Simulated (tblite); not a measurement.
Compound: C₇H₇GaS.
Bonds: C1–C2 (triple), C2–C3, C3–Ga4, Ga4–C5, C5–C6 (aromatic), C6–C7 (aromatic), C7–C8 (aromatic), C8–S9 (aromatic), C5–S9 (aromatic). Hydrogens: H10 on C1; H11, H12 on C3; H13 on Ga4; H14 on C6; H15 on C7; H16 on C8.

Computed with GFN2-xTB (tblite), gas phase: L-BFGS steps from a force-field or distance-geometry start until the largest atomic force falls under 0.01 eV/Å.

Step 55: E = -621.9695 eV
```
atom  x, y, z in Å  |  force x, y, z in eV/Å
C1     -4.3619    0.1303    0.0660   -0.019  -0.020  -0.018
C2     -3.3550   -0.5057   -0.0849   -0.040  -0.036   0.008
C3     -2.1183   -1.2449   -0.1686   -0.006  -0.040  -0.036
Ga4    -0.8651   -0.1236    0.9983   -0.047   0.031   0.058
C5      1.0745    0.1618    0.6036    0.065   0.034  -0.015
C6      1.7940    1.1967    0.0689    0.067   0.010   0.006
C7      3.1887    0.9723    0.0370    0.030  -0.046   0.024
C8      3.5333   -0.2392    0.5425   -0.002  -0.008   0.003
S9      2.1564   -1.1267    1.0669    0.082   0.000  -0.002
H10    -5.2758    0.6389    0.1383   -0.029   0.039  -0.002
H11    -1.7487   -1.2909   -1.2012   -0.036  -0.004   0.003
H12    -2.2797   -2.2670    0.1935    0.034   0.001  -0.019
H13    -1.4958    0.5931    2.2621    0.026   0.017  -0.013
H14     1.3322    2.0986   -0.3025   -0.030   0.024   0.021
H15     3.9024    1.6856   -0.3392   -0.032  -0.021  -0.014
H16     4.5113   -0.6705    0.6427   -0.061   0.018  -0.005
```

Step 56: E = -621.9706 eV
```
atom  x, y, z in Å  |  force x, y, z in eV/Å
C1     -4.3691    0.1154    0.0645   -0.100   0.029  -0.009
C2     -3.3576   -0.5109   -0.0862    0.045  -0.104   0.019
C3     -2.1154   -1.2393   -0.1680    0.039  -0.039  -0.034
Ga4    -0.8660   -0.1094    1.0001   -0.051   0.017   0.026
C5      1.0747    0.1803    0.6093   -0.005   0.022   0.001
C6      1.8022    1.2078    0.0735    0.065   0.034  -0.001
C7      3.1930    0.9686    0.0351    0.054  -0.040   0.019
C8      3.5242   -0.2457    0.5395    0.050  -0.064   0.002
S9      2.1427   -1.1209    1.0679    0.068   0.003  -0.004
H10    -5.2871    0.6150    0.1337   -0.062   0.060   0.002
H11    -1.7509   -1.2848   -1.2021   -0.013  -0.007   0.001
H12    -2.2627   -2.2626    0.1978    0.016   0.013  -0.021
H13    -1.5014    0.5964    2.2660    0.019   0.026  -0.001
H14     1.3544    2.1173   -0.2921   -0.075   0.050   0.004
H15     3.9149    1.6703   -0.3462   -0.032  -0.002  -0.012
H16     4.4966   -0.6887    0.6307   -0.017   0.002   0.008
```

Q: Estimate the geometry and energy of step 57. (The exact step hangs on the optimiser's Hessian estimate; all steps are aligned on step 56, rigid shifts and turns removed.)

A: E = -621.9715 eV, largest force 0.127 eV/Å
```
atom  x, y, z in Å  |  force x, y, z in eV/Å
C1     -4.3839    0.0806    0.0625   -0.039  -0.017  -0.026
C2     -3.3580   -0.5241   -0.0881   -0.024  -0.069   0.047
C3     -2.1003   -1.2283   -0.1634    0.024  -0.020  -0.027
Ga4    -0.8733   -0.0740    1.0102   -0.044  -0.002  -0.010
C5      1.0657    0.2284    0.6130    0.060   0.041  -0.010
C6      1.8198    1.2386    0.0772    0.079  -0.035   0.032
C7      3.2051    0.9587    0.0306    0.005  -0.099   0.049
C8      3.5033   -0.2684    0.5289    0.050  -0.019  -0.033
S9      2.1006   -1.1090    1.0608    0.045   0.108  -0.049
H10    -5.3149    0.5593    0.1271   -0.014   0.038  -0.001
H11    -1.7313   -1.2666   -1.1967   -0.012  -0.006   0.015
H12    -2.2281   -2.2555    0.2020    0.013   0.048  -0.029
H13    -1.5190    0.6066    2.2834    0.020   0.035   0.004
H14     1.3970    2.1649   -0.2804   -0.053  -0.005   0.022
H15     3.9467    1.6399   -0.3536   -0.066  -0.025   0.009
H16     4.4630   -0.7422    0.6101   -0.042   0.027   0.008
```

The energy changes by -0.0009 eV. The first-order estimate −F·Δx gives -0.0020 eV and the mean of the old and new forces, exact on a quadratic surface, -0.0006 eV. The step makes an angle of 87° with the force vector and moves no atom by more than 0.066 Å.

The cost below is that of the whole relaxation. Hardware: Arm Neoverse N1, one thread, on a shared host. Cost: 2.5 s of wall time.
